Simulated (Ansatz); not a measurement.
Basis sets compared for the cluster Cu2Se⁺. Charge 1, multiplicity 2. Geometry r2SCAN-D4/def2-TZVP. Ansatz on 4 threads of Arm Neoverse V2 on a shared host; times are rough, and most runs start from earlier orbitals.

Cartesian coordinates in Å:
```
Cu -0.125 -1.462 0.002
Cu -0.118 1.009 1.059
Se 0.243 0.453 -1.061
```

The 6-31G sets use Cartesian d functions. B3LYP takes the VWN-RPA correlation. The structure comes from a short search, and lower isomers may exist.

```tsv
level	functions	energy (Eh)	HOMO (eV)	LUMO (eV)	wall time
HF/6-31G	87	-5676.5343	-14.03	-5.08	1.1 s
PBE-D4/def2-SVP	94	-5680.7574	-10.87	-10.31	1.4 s
B3LYP-D4/6-31G	87	-5681.4669	-11.44	-9.28	3.2 s
PBE0-D4/def2-SVP	94	-5680.8396	-12.03	-9.25	2.4 s
```

Question: Estimate the rows for HF/def2-TZVP, PBE-D4/def2-TZVP (with forces), B3LYP-D4/def2-TZVP, PBE0-D4/def2-TZVP.

Answer: 
| level | functions | energy (Eh) | HOMO (eV) | LUMO (eV) | wall time |
| --- | --- | --- | --- | --- | --- |
| HF/def2-TZVP | 138 | -5677.5400 | -14.59 | -4.89 | 2.7 s |
| PBE-D4/def2-TZVP (with forces) | 138 | -5681.5485 | -11.21 | -10.56 | 2.7 s |
| B3LYP-D4/def2-TZVP | 138 | -5682.5181 | -12.21 | -9.87 | 3.6 s |
| PBE0-D4/def2-TZVP | 138 | -5681.6138 | -12.33 | -9.43 | 3.8 s |
